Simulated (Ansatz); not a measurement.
Conformers of CH4GeO2 (SMILES C[O][Ge][OH]), B3LYP-D3(BJ)/def2-TZVP minima from an xTB search, which can miss the lowest.
Conformer 1 (charge 0, multiplicity 1, Z-matrix in Å and degrees):
```
O
C 1 1.4170
H 2 1.0928 1 109.60
H 2 1.0928 3 108.48 1 -119.63
H 2 1.0969 3 108.23 4 -117.21
Ge 1 1.8079 2 123.26 3 120.57
O 6 1.7899 1 95.11 2 -180.00
H 7 0.9671 6 112.16 1 0.00
```
Conformer 2 (charge 0, multiplicity 1):
```xyz
8

C     -1.1737    -0.1617     0.2344
O     -0.4354     1.0303     0.4767
Ge     1.3093     1.3126     0.2577
O      1.7530    -0.3443    -0.3367
H     -0.5414    -0.9650    -0.1451
H     -1.6427    -0.4834     1.1673
H     -1.9603     0.0521    -0.4930
H      2.6912    -0.4405    -0.5328
```

Correlated levels freeze the cores. Filled d and f shells under p-block atoms count as core. MP2 and its Hartree–Fock in cc-pVQZ are density fitted.

The values were computed with Ansatz (an electronic-structure program). 

The energy of conformer 2 above conformer 1 is E(conformer 2) − E(conformer 1). Total energies (hartree):

```tsv
level	conformer 2	conformer 1
HF/cc-pVTZ	-2265.4403760	-2265.4414894
MP2/cc-pVTZ	-2266.1991728	-2266.1995925
HF/cc-pVQZ	-2265.4601014	-2265.4611223
MP2/cc-pVQZ	-2266.2752840	-2266.2754181
CCSD(T)/cc-pVTZ	-2266.2493842	-2266.2498810
```

Problem. Work out the energy of conformer 2 above conformer 1 at the basis-set limit: extrapolate the MP2 correlation part as X⁻³, take Hartree–Fock from the larger set, and add the CCSD(T) − MP2 difference of cc-pVTZ.

Solution. 
1. Differences (1 hartree = 627.509 kcal/mol): HF/cc-pVTZ 0.699; MP2/cc-pVTZ 0.263; HF/cc-pVQZ 0.641; MP2/cc-pVQZ 0.084; CCSD(T)/cc-pVTZ 0.312.
2. Correlation parts, MP2 less HF: -0.435 in cc-pVTZ (X = 3), -0.557 in cc-pVQZ (X = 4).
3. Limit (4³·(-0.557) − 3³·(-0.435))/(4³ − 3³) = -0.645; with HF/cc-pVQZ it gives -0.004.
4. CCSD(T) less MP2 in cc-pVTZ: 0.048.
Result: 0.04 kcal/mol, against 0.26 at MP2/cc-pVTZ. It is an estimate of this method's limit, not of the exact value.
